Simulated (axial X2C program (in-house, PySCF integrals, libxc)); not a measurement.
Outer orbitals of SbB at 2.061 Å, r2SCAN

Calculated with an in-house relativistic program for diatomic molecules. Spin-free means the one-electron spin-free X2C Hamiltonian; two-component (2c) means X2C with spin–orbit coupling and atomic mean-field two-electron Coulomb and Gaunt terms, so the difference of the two also holds small scalar two-electron terms. Basis: Sb dyall-cv3z [11s12p8d4f1g], B dyall-v3z [7s6p2d1f] (cores contracted in-house); Gaussian nuclei, density fitting, unrestricted open shells. Masses: Sb 120.904 u, B 11.009 u.

The distance is close to the 2c PBE0 minimum; the highest filled and lowest empty levels are listed.

Spin-free orbitals, state M_S = 1, Λ = 1 (beyond evenly filled blocks: σα, π+α, π+β, π-α) (Löwdin shares):

| symmetry | occupied | ε (eV) | atomic character |
| --- | --- | --- | --- |
| σα | yes | -34.20 | 99% Sb d |
| δ-α | yes | -34.16 | 100% Sb d |
| δ+α | yes | -34.16 | 100% Sb d |
| π+α | yes | -34.13 | 100% Sb d |
| π-α | yes | -34.13 | 100% Sb d |
| σβ | yes | -34.11 | 99% Sb d |
| δ-β | yes | -34.09 | 100% Sb d |
| δ+β | yes | -34.09 | 100% Sb d |
| π-β | yes | -34.04 | 100% Sb d |
| π+β | yes | -34.04 | 100% Sb d |
| σα | yes | -15.01 | 56% Sb s, 25% B s, 12% B p |
| σβ | yes | -14.07 | 59% Sb s, 22% B s, 14% B p |
| σα | yes | -10.02 | 40% B s, 30% Sb p, 17% Sb s |
| σβ | yes | -8.65 | 44% Sb p, 30% B s, 17% Sb s |
| σα | yes | -6.38 | 55% B p, 29% Sb p, 10% B s |
| π+α | yes | -6.19 | 60% Sb p, 36% B p, 2% B d |
| π-α | yes | -6.19 | 60% Sb p, 36% B p, 2% B d |
| π+β | yes | -5.24 | 67% Sb p, 29% B p, 3% B d |
| π-β | no | -5.24 | 67% Sb p, 29% B p, 3% B d |
| σβ | no | -3.42 | 48% B p, 24% B s, 18% Sb p |
| π-α | no | -2.75 | 53% B p, 32% Sb p, 10% Sb d |
| π+α | no | -2.75 | 53% B p, 32% Sb p, 10% Sb d |

A filled and an empty partner (Λ and −Λ, same spin) share one energy because the functional has no current term.

Spinors with spin–orbit coupling (state Ω = 2):

```
   ω  occupied  ε (eV)             atomic character     λ mixture
-3/2       yes  -34.77                    100% Sb d  83% δ, 17% π
-1/2       yes  -34.76                    100% Sb d  60% π, 40% σ
 1/2       yes  -34.75                    100% Sb d  53% π, 47% σ
 3/2       yes  -34.74                    100% Sb d  79% δ, 21% π
 5/2       yes  -33.63                    100% Sb d        100% δ
 1/2       yes  -33.61                    100% Sb d  53% σ, 47% π
-1/2       yes  -33.60                    100% Sb d  60% σ, 40% π
 3/2       yes  -33.60                    100% Sb d  79% π, 21% δ
-5/2       yes  -33.57                    100% Sb d        100% δ
-3/2       yes  -33.54                    100% Sb d  83% π, 17% δ
 1/2       yes  -14.97   55% Sb s, 26% B s, 12% B p        100% σ
-1/2       yes  -14.06   59% Sb s, 21% B s, 14% B p        100% σ
 1/2       yes  -10.00  40% B s, 30% Sb p, 18% Sb s        100% σ
-1/2       yes   -8.62  45% Sb p, 30% B s, 17% Sb s        100% σ
 1/2       yes   -6.39    53% B p, 31% Sb p, 9% B s   97% σ, 3% π
-1/2       yes   -6.29    61% Sb p, 35% B p, 2% B d   99% π, 1% σ
 3/2       yes   -6.04    56% Sb p, 40% B p, 2% B d        100% π
 1/2       yes   -5.34    69% Sb p, 27% B p, 3% B d   97% π, 3% σ
-3/2        no   -5.08    66% Sb p, 30% B p, 3% B d        100% π
-1/2        no   -3.40   49% B p, 24% B s, 18% Sb p   96% σ, 4% π
-1/2        no   -2.80   54% B p, 31% Sb p, 9% Sb d   97% π, 3% σ
 3/2        no   -2.67   50% B p, 35% Sb p, 9% Sb d        100% π
```

(1) How does the gap between the highest filled and lowest empty level change from the spin-free to the 2c table?

Mulliken charges and populations of the two-component result (they depend on the basis, above all on diffuse functions):

Sb 0.17 e (s 9.88 p 20.91 d 20.04 f 0.01), B -0.17 e (s 3.53 p 1.59 d 0.04). ⟨Lz⟩ = 1.00 ħ and ⟨Sz⟩ = 1.00 ħ (0.39 and 0.60 on the two atoms), which add up to Ω.

Occupations by symmetry block were frozen at the best pattern of an incomplete PBE0 search. Density functionals use the spin component along the axis (collinear). Other states lie close and PBE0, whose exact exchange favours high spin, may order them wrongly; the determinant shown need not be the ground state. The nearest other spin-free determinant of the search, M_S = 0, Λ = 1, lies 0.13 eV up at the distance of the search. Without a current term, density functionals place determinants with orbital angular momentum somewhat too high. With several unpaired electrons one determinant need not be a pure state. Open-shell Ω = 0 determinants with evenly filled partner blocks cannot be reached by this program, so the Ω shown need not be the lowest component.

Answers

(1) From 0.00 to 0.26 eV at r2SCAN, a change of 0.26 eV.
